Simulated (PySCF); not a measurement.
**Computed spin Hamiltonian**

Species: C₆H₄F₃O (doublet state).
Structure used (GFN2-xTB), in Å, numbered top down from 1:
```
atom  x, y, z in Å
C1     2.786    0.428   -0.612
C2     1.686   -0.187   -0.152
C3     0.707   -0.804    0.258
C4    -0.528   -1.330    0.788
C5    -1.173   -0.001    1.105
O6    -1.207    0.526    2.185
C7    -1.695    0.763   -0.143
F8    -2.852    1.374    0.119
F9    -0.829    1.705   -0.547
F10   -1.909   -0.039   -1.199
H11    3.605    0.653    0.047
H12    2.858    0.724   -1.643
H13   -1.082   -1.912    0.050
H14   -0.368   -1.900    1.704
```

The hyperfine couplings belong to this conformer and change with its torsions.

As a line formula: `[CH2]C#CCC(=O)C(F)(F)F` [radical].

Theory: UKS B3LYP, pcH-1 on C F H O, non-relativistic, mean-field spin-orbit, GIAO in PySCF. The structure is a single GFN2-xTB conformer in the gas phase; no vibrational or solvent corrections. A GFN2-xTB geometry isn't a minimum of the functional, and hyperfine couplings can be far from their values at a DFT geometry. The SCF solution wasn't tested for stability.

```
g1, g2, g3      : 2.00256, 2.00316, 2.00371
g_iso           : 2.00314
Form of g       : rhombic: the two nearest values differ by 48 % of g3 − g1
⟨S²⟩            : 0.7704 (exact 0.7500)
Total energy    : -605.70816 Eh
Basis functions : 290
```

Hyperfine couplings atom by atom, in G; T1 to T3 are the principal values of the dipolar part; ρ(0) is the spin density at the nucleus (MHz turned into gauss with g_iso; 10 G = 1 mT):

```json
{"atom": "C1", "isotope": "13C", "a_iso": "21.3", "T1": "-20.4", "T2": "-20.1", "T3": "40.5", "Mulliken spin population": "0.74", "ρ(0) (bohr⁻³)": "0.0532"}
{"atom": "C2", "isotope": "13C", "a_iso": "-22.3", "T1": "-7.7", "T2": "-0.4", "T3": "8.1", "Mulliken spin population": "-0.26", "ρ(0) (bohr⁻³)": "-0.0556"}
{"atom": "C3", "isotope": "13C", "a_iso": "19.1", "T1": "-15.9", "T2": "-11.6", "T3": "27.5", "Mulliken spin population": "0.52", "ρ(0) (bohr⁻³)": "0.0477"}
{"atom": "C4", "isotope": "13C", "a_iso": "-6.4", "T1": "-0.6", "T2": "-0.1", "T3": "0.6", "Mulliken spin population": "-0.05", "ρ(0) (bohr⁻³)": "-0.0158"}
{"atom": "C5", "isotope": "13C", "a_iso": "14.7", "T1": "-2.6", "T2": "-0.8", "T3": "3.4", "Mulliken spin population": "0.02", "ρ(0) (bohr⁻³)": "0.0366"}
{"atom": "O6", "isotope": "17O", "a_iso": "-1.6", "T1": "-8.8", "T2": "3.7", "T3": "5.1", "Mulliken spin population": "0.06", "ρ(0) (bohr⁻³)": "0.0075"}
{"atom": "C7", "isotope": "13C", "a_iso": "0.1", "T1": "-0.4", "T2": "-0.1", "T3": "0.5", "Mulliken spin population": "0.00", "ρ(0) (bohr⁻³)": "0.0003"}
{"atom": "F8", "isotope": "19F", "a_iso": "-1.4", "T1": "-1.4", "T2": "0.6", "T3": "0.8", "Mulliken spin population": "0.00", "ρ(0) (bohr⁻³)": "-0.0009"}
{"atom": "F9", "isotope": "19F", "a_iso": "6.5", "T1": "-3.7", "T2": "-3.5", "T3": "7.1", "Mulliken spin population": "0.00", "ρ(0) (bohr⁻³)": "0.0043"}
{"atom": "F10", "isotope": "19F", "a_iso": "-0.3", "T1": "-1.2", "T2": "-0.5", "T3": "1.7", "Mulliken spin population": "0.00", "ρ(0) (bohr⁻³)": "-0.0002"}
{"atom": "H11", "isotope": "1H", "a_iso": "-17.9", "T1": "-9.4", "T2": "-0.3", "T3": "9.8", "Mulliken spin population": "-0.03", "ρ(0) (bohr⁻³)": "-0.0112"}
{"atom": "H12", "isotope": "1H", "a_iso": "-17.9", "T1": "-9.4", "T2": "-0.3", "T3": "9.8", "Mulliken spin population": "-0.03", "ρ(0) (bohr⁻³)": "-0.0113"}
{"atom": "H13", "isotope": "1H", "a_iso": "12.1", "T1": "-0.9", "T2": "-0.8", "T3": "1.7", "Mulliken spin population": "0.01", "ρ(0) (bohr⁻³)": "0.0076"}
{"atom": "H14", "isotope": "1H", "a_iso": "7.4", "T1": "-0.9", "T2": "-0.7", "T3": "1.6", "Mulliken spin population": "0.01", "ρ(0) (bohr⁻³)": "0.0046"}
```

The largest Mulliken spin populations are on C1 (+0.74), C3 (+0.52), C2 (-0.26) and O6 (+0.06). The angles at C1 add up to 360.0°, so it is planar; its axial dipolar tensor and the negative couplings of its protons fit spin in a p orbital normal to that plane.

Under fast tumbling the dipolar parts average out, and these isotropic splittings remain: 1 × 1H (H12, I = 1/2, 2 lines) with 1.79 mT, 1 × 1H (H11, I = 1/2, 2 lines) with 1.79 mT, 2 × 1H (H13/H14, I = 1/2, 3 lines) with 0.98 mT and 3 × 19F (F8/F9/F10, I = 1/2, 4 lines) with 0.16 mT.

Means are taken over nuclei equivalent by connectivity, which assumes that they swap fast. H11 and H12 aren't averaged: C1 is flat or nearly so (angle sum 360°), and its turn about the short C1–C2 bond (1.34 Å) is taken as slow. The three 19F nuclei of mean +4.5 MHz run from -3.8 to 18.2 MHz in the frozen geometry. The 1H value of +27.3 MHz is a mean of couplings from 20.6 to 34.1 MHz in this one geometry, not an average over conformers.

The 13C coupling of C2 (-62.5 MHz) shows only in satellite lines or after enrichment, since that isotope makes up about 1.07 % of natural carbon.

Examples of negative spin density at the nucleus (bohr⁻³): C2 (-0.0556), C4 (-0.0158) and H12 (-0.0113).
